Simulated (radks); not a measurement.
Task: The mean radii <r> (bohr) of the occupied orbitals of an atom or ion are listed with their occupations. Method: scalar-relativistic Kohn-Sham, SCAN, spin-polarised, spherical densities, finite nucleus; meta-GGA in the generalised Kohn-Sham scheme; Fermi nuclear charge, rms radius of each element as measured or else 0.836 A^(1/3) + 0.57 fm; computed with a radial shooting solver on a logarithmic mesh with Libxc functionals.

| orbital | occ. | <r> |
|---|---|---|
| 1s up | 1 | 0.01632 |
| 1s down | 1 | 0.01632 |
| 2s up | 1 | 0.06875 |
| 2s down | 1 | 0.06875 |
| 2p up | 3 | 0.06237 |
| 2p down | 3 | 0.06237 |
| 3s up | 1 | 0.1767 |
| 3s down | 1 | 0.1766 |
| 3p up | 3 | 0.1782 |
| 3p down | 3 | 0.1781 |
| 3d up | 5 | 0.1615 |
| 3d down | 5 | 0.1615 |
| 4s up | 1 | 0.3703 |
| 4s down | 1 | 0.3705 |
| 4p up | 3 | 0.3868 |
| 4p down | 3 | 0.3870 |
| 4d up | 5 | 0.3914 |
| 4d down | 5 | 0.3914 |
| 4f up | 1 | 0.3706 |
| 5p up | 1 | 0.7092 |

Name the element and its charge. Open shells, if any, are filled with parallel spins first.

Result: Z = 81, thallium, charge +33: Tl33+ in [Kr] 4d10 4f1 5p1. The 1s radius gives Z: for a bare nucleus <r> = (2 gamma + 1)/(2Z) with gamma = sqrt(1 - (Z/c)^2), 0.01613 bohr for Z = 81, and screening makes it slightly larger (0.01632 here). The occupations add up to 48, and the charge is Z minus that.
